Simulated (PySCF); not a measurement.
Identify the unknown among the candidates.

All candidates are C6H13NP (charge +1).

- Rotational structure: rotational constants A, B, C: 2.870, 1.242, 1.203 GHz [GFN2-xTB]
- NMR, other nuclei: isotropic shieldings of nuclei other than C and H, by class: 225 (1 N), 252 (1 P) ppm [GIAO PBE0/pcSseg-1]
- 1H NMR: chemical shifts (computed TMS as zero) by class: 6.34 (2 H), 3.20 (2 H), 3.18 (2 H), 3.08 (3 H), 2.27 (3 H), 1.75 (1 H) ppm [GIAO PBE0/pcSseg-1]
- 13C NMR: chemical shifts (computed TMS as zero) by class: 134.5 (2 C), 37.1 (2 C), 30.9 (1 C), 11.0 (1 C) ppm [GIAO PBE0/pcSseg-1]

Gas-phase values; electronic properties from PySCF, density fitting. Levels stand in brackets. Isolated species at its GFN2-xTB geometry (one conformer only). Each NMR value is the plain mean over a class of atoms that symmetry, rotation or inversion makes alike.

Problem. Which candidate is it?
A. `CN[P+]1(C)CC=CC1`
B. `CCCC[PH2+]CC#N`
C. `CC[P+]1(N(C)C)C=C1`
D. `CC(C)[P@@H+](C)CC#N`

Solution. A. It is `CN[P+]1(C)CC=CC1`. Numbering: `[CH3:1][NH:2][P+:3]1([CH3:4])[CH2:5][CH:6]=[CH:7][CH2:8]1`. 6 carbons fall into 4 classes; from least to most shielded: alkene CH carbon [C6/C7] (134.5 ppm, 2 C), ring sp3 carbon bound to phosphorus [C5/C8] (37.1 ppm, 2 C), N-methyl carbon [C1] (30.9 ppm), chain sp3 carbon bound to phosphorus [C4] (11.0 ppm). Hydrogen classes from least to most shielded: 2 H on 2 alkene CH carbons, C6/C7 (6.34 ppm), 2 H on 2 like atoms (sp3 carbon bound to phosphorus), C5/C8 (3.20 ppm), 2 H on 2 like atoms (sp3 carbon bound to phosphorus), C5/C8 (3.18 ppm), 3 H on an N-methyl carbon, C1 (3.08 ppm, a mean of values up to 0.8 ppm apart in this geometry), 3 H on an sp3 carbon bound to phosphorus, C4 (2.27 ppm, a mean of values up to 0.7 ppm apart in this geometry), 1 H on a nitrogen bonded to C, P and H, N2 (1.75 ppm). The other shieldings belong to: 225 ppm, nitrogen bonded to C, P and H [N2]; 252 ppm, phosphorus bonded to 3 C and N [P3]. The optimised geometry has point group C1 and is an asymmetric top.

The others, at the same levels:
- `CC[P+]1(N(C)C)C=C1` fails: its computed 13C shifts are 159.4 (2 C), 39.0 (2 C), 23.8 (1 C), 10.7 (1 C) ppm, 1H shifts are 9.38 (2 H), 3.17 (2 H), 2.89 (6 H), 1.19 (3 H) ppm and rotational constant A is 2.572 GHz (against 2.870 GHz).
- `CC(C)[P@@H+](C)CC#N` fails: it has 6 carbon classes against 4; its computed 13C shifts are 111.2 (1 C), 31.2 (1 C), 18.7 (1 C), 18.6 (1 C), 10.6 (1 C), 3.0 (1 C) ppm, 1H shifts are 5.19 (1 H), 3.49 (1 H), 3.01 (1 H), 2.47 (1 H), 2.39 (3 H), 1.66 (3 H), 1.61 (3 H) ppm and rotational constant A is 3.217 GHz (against 2.870 GHz).
- `CCCC[PH2+]CC#N` fails: it has 6 carbon classes against 4; its computed 13C shifts are 109.5 (1 C), 31.0 (1 C), 29.9 (1 C), 23.7 (1 C), 16.1 (1 C), 8.0 (1 C) ppm, 1H shifts are 5.79 (2 H), 3.33 (2 H), 2.78 (2 H), 2.04 (2 H), 1.48 (3 H), 1.26 (2 H) ppm and rotational constant A is 4.720 GHz (against 2.870 GHz).

Each candidate is one conformer, not necessarily the lowest. Dipoles, sizes and rotational constants follow the conformer. The torsions of the flexible species, by atom-mapped SMILES:
- `[CH3:1][CH2:2][P+:3]1([N:4]([CH3:5])[CH3:6])[CH:7]=[CH:8]1`: C1–C2–P3–N4 -166°, C2–P3–N4–C5 -50°
- `[CH3:1][CH:2]([CH3:3])[P@@H+:4]([CH3:5])[CH2:6][C:7]#[N:8]`: C1–C2–P4–C5 178°, C2–P4–C6–C7 -179°
- `[CH3:1][CH2:2][CH2:3][CH2:4][PH2+:5][CH2:6][C:7]#[N:8]`: C1–C2–C3–C4 176°, C2–C3–C4–P5 52°, C3–C4–P5–C6 163°, C4–P5–C6–C7 179°

The conformers of `CN[P+]1(C)CC=CC1` aren't listed.
